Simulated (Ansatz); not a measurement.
`C[Si](C)(Cl)Cl` → Cl₂ + `C[Si]C`  (silylene formation by 1,1-elimination)

Program: Ansatz. Geometries: PBE0-D4/def2-TZVP. ΔE: electronic, gas phase. CCSD(T)/CBS adds triple-zeta CCSD(T) − MP2 to the extrapolated MP2 energy (def2 sets, frozen cores). This one scheme is used for every species. DFT in def2-TZVPP.

`C[Si](C)(Cl)Cl`:

```xyz
11

C    -1.288    0.310    0.902
Si    0.253    0.558   -0.093
C     0.977   -0.997   -0.788
Cl   -0.168    1.840   -1.647
Cl    1.665    1.464    1.100
H    -1.088   -0.346    1.753
H    -1.658    1.265    1.279
H    -2.067   -0.145    0.285
H     1.237   -1.687    0.019
H     1.879   -0.776   -1.360
H     0.258   -1.486   -1.449
```

Cl₂:

```xyz
2

Cl   -0.568   -0.077    0.809
Cl    0.568    0.077   -0.809
```

`C[Si]C`:

```xyz
9

C     0.374    1.305   -0.447
Si   -0.444   -0.239   -1.183
C    -0.401   -1.320    0.374
H    -0.423    1.812    0.121
H     0.733    2.011   -1.197
H     1.173    1.087    0.269
H    -0.588   -0.770    1.302
H    -1.057   -2.190    0.322
H     0.633   -1.696    0.438
```

```json
{"species": "`C[Si](C)(Cl)Cl`", "r2SCAN-D4 energy (Eh)": "-1289.79635"}
{"species": "Cl₂", "r2SCAN-D4 energy (Eh)": "-920.32837"}
{"species": "`C[Si]C`", "r2SCAN-D4 energy (Eh)": "-369.22283"}
```

(1) Work out ΔE.

Largest T1 diagnostic among the species: 0.012.

Answers

(1) ΔE = (-920.32837) + (-369.22283) − (-1289.79635) = 0.24515 Eh = +153.8 kcal/mol. CCSD(T)/CBS gives +148.9 kcal/mol.

From PBE to PBE0 (25 % exact exchange), in def2-TZVPP and without D4, ΔE moves by +6.9 kcal/mol. Leaving LDA and LC-ωPBE aside and taking each functional with its dispersion term where it has one, the values, not all of them listed here, spread over 17.5 kcal/mol, from BLYP-D4 to r2SCAN0-D4. LDA lies +9.3 kcal/mol from PBE without D4. At CCSD(T), def2-SVP lies −2.3 kcal/mol from the extrapolated value and def2-TZVPP −1.0 kcal/mol.
